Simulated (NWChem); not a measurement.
**Run times for BBrCl2 (bromodichloroborane)**

BBrCl2 has 4 atoms, charge 0, and is taken as a singlet. As SMILES, `ClB(Cl)Br`. The coordinates come from a PBE0-D4/def2-TZVP relaxation.

```xyz
4

Cl    0.5821    0.6660    1.5108
B     0.0372   -0.0381    0.0221
Cl    0.4443   -1.6792   -0.3656
Br   -1.0081    0.9911   -1.1876
```

Program: NWChem 7.3.0. Hardware: 1 thread of Intel Xeon Platinum 8259CL at 2.50GHz (Skylake/Cascade Lake), shared host, so times are rough. Two-electron integrals are exact unless an approximation is named.

(1) Estimate their order by wall time, quickest first.
A. gradient at B3LYP/6-31G* (spherical functions), grid xfine
B. gradient at r2SCAN/def2-TZVP, grid fine
C. gradient at HF/3-21G

Answers

(1) C (6.9 s), A (40 s), B (2.5 min).
